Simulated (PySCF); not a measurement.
C3H8FNSi, SMILES CC/N=C/[SiH2]F. Atoms are numbered in the order given.

```xyz
14

C     -3.0872    -0.9677     0.3040
C     -1.7991    -0.9389     1.1100
N     -0.6603    -0.7571     0.2459
C      0.1165     0.2307     0.4251
Si     1.5495     0.3400    -0.7870
F      2.4317     1.6656    -0.4395
H     -3.2617     0.0001    -0.1902
H     -3.9478    -1.1811     0.9549
H     -3.0367    -1.7417    -0.4756
H     -1.6701    -1.9104     1.6186
H     -1.8452    -0.1571     1.8971
H     -0.0494     0.9678     1.2442
H      2.4336    -0.8495    -0.6536
H      1.0396     0.4759    -2.1782
```
Charge 0, spin multiplicity 1.

Geometry optimised at PBE0-D3(BJ)/def2-SVP. The structure was generated by enumeration; whether it is a known compound was not checked. One conformer was computed; it need not be the lowest.

Level of theory: PySCF with HF/def2-TZVP.

ESP charges are fitted to the potential on shells at 1.4 to 2.0 van der Waals radii. Atomic charges (e):

```json
[
 {"atom": "C1", "Mulliken": "?", "Löwdin": "-0.29", "ESP fit": "-0.41", "IAO": "-0.36"},
 {"atom": "C2", "Mulliken": "0.00", "Löwdin": "-0.30", "ESP fit": "0.37", "IAO": "-0.08"},
 {"atom": "N3", "Mulliken": "?", "Löwdin": "0.08", "ESP fit": "-0.53", "IAO": "-0.29"},
 {"atom": "C4", "Mulliken": "?", "Löwdin": "-0.33", "ESP fit": "0.10", "IAO": "-0.28"},
 {"atom": "Si5", "Mulliken": "0.77", "Löwdin": "0.34", "ESP fit": "0.56", "IAO": "1.29"},
 {"atom": "F6", "Mulliken": "-0.44", "Löwdin": "-0.09", "ESP fit": "-0.32", "IAO": "-0.60"},
 {"atom": "H7", "Mulliken": "0.10", "Löwdin": "0.11", "ESP fit": "0.13", "IAO": "0.12"},
 {"atom": "H8", "Mulliken": "0.10", "Löwdin": "0.11", "ESP fit": "0.09", "IAO": "0.12"},
 {"atom": "H9", "Mulliken": "0.11", "Löwdin": "0.12", "ESP fit": "0.12", "IAO": "0.13"},
 {"atom": "H10", "Mulliken": "0.10", "Löwdin": "0.13", "ESP fit": "0.02", "IAO": "0.13"},
 {"atom": "H11", "Mulliken": "0.06", "Löwdin": "0.11", "ESP fit": "-0.04", "IAO": "0.09"},
 {"atom": "H12", "Mulliken": "?", "Löwdin": "0.11", "ESP fit": "0.09", "IAO": "0.10"},
 {"atom": "H13", "Mulliken": "?", "Löwdin": "-0.05", "ESP fit": "-0.09", "IAO": "-0.19"},
 {"atom": "H14", "Mulliken": "?", "Löwdin": "-0.05", "ESP fit": "-0.09", "IAO": "-0.19"}
]
```

Question: What belongs in the gaps? (Estimate from the structure and the level; the computed values follow.)

Answer: 
- C1, Mulliken: -0.29
- N3, Mulliken: -0.32
- C4, Mulliken: -0.19
- H12, Mulliken: 0.11
- H13, Mulliken: -0.05
- H14, Mulliken: -0.05

Question: Give the Mayer and Wiberg (Löwdin basis) orders of the bonds. (An estimate is asked for; the answer gives what the named calculation found.)

Answer: 
| bond | Mayer | Wiberg |
|---|---|---|
| C1–C2 | 0.98 | 1.29 |
| C2–N3 | 0.91 | 1.32 |
| N3–C4 | 1.86 | 2.30 |
| C4–Si5 | 0.93 | 1.09 |
| Si5–F6 | 0.92 | 1.59 |
| C1–H7 | 0.98 | 0.91 |
| C1–H8 | 0.99 | 0.91 |
| C1–H9 | 0.98 | 0.91 |
| C2–H10 | 0.98 | 0.86 |
| C2–H11 | 0.98 | 0.86 |
| C4–H12 | 0.95 | 0.87 |
| Si5–H13 | 0.97 | 0.94 |
| Si5–H14 | 0.97 | 0.94 |
